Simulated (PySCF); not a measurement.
H3TeN (singlet). Computed with PBE0/[Te def2-TZVP with ECP28, N def2-TZVP, H def2-TZVP], scalar-relativistic core potentials, density fitting, no spin–orbit coupling, PySCF.

Harmonic bands of its minimum:

```json
{"ω (cm⁻¹)": "413", "IR (km/mol, summed over degenerate members)": "1.5", "degeneracy": "2"}
{"ω (cm⁻¹)": "836", "IR (km/mol, summed over degenerate members)": "51.6", "degeneracy": "2"}
{"ω (cm⁻¹)": "864", "IR (km/mol, summed over degenerate members)": "4.3", "degeneracy": "1"}
{"ω (cm⁻¹)": "931", "IR (km/mol, summed over degenerate members)": "119", "degeneracy": "1"}
{"ω (cm⁻¹)": "1797", "IR (km/mol, summed over degenerate members)": "520", "degeneracy": "2"}
{"ω (cm⁻¹)": "1906", "IR (km/mol, summed over degenerate members)": "235", "degeneracy": "1"}
```

The central atom is Te. Infer the point group and assign the bands.

C3v. The modes span 3e + 3a1: 413 e, 836 e, 864 a1, 931 a1, 1797 e, 1906 a1. The computed geometry has Te–H 1.719 Å (×3), Te–N 1.811 Å; H–Te–H 91.3° (×3), H–Te–N 124.4° (×3).

This need not be the most stable arrangement of these atoms.
